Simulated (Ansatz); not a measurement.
Si(OH)2(SH)2 (H4O2S2Si), SMILES O[Si](O)(S)S.

Geometry optimised at B3LYP-D3(BJ)/def2-SVP. One conformer was computed; it need not be the lowest.

Two levels are set side by side: PBE/def2-SVPD (Ansatz, a quantum-chemistry and plane-wave program) and CAM-B3LYP/def2-SVPD (Ansatz). Energy differences of separate SCF runs at the same geometry; the states with an electron removed or added have multiplicity 2 and 2. Differences are taken from unrounded values.

| quantity | CAM-B3LYP | PBE | PBE minus CAM-B3LYP |
|---|---|---|---|
| vertical ionisation energy (eV) | 10.06 | 9.38 | -0.67 |
| vertical singlet–triplet gap (eV) | 5.95 | 5.56 | -0.39 |
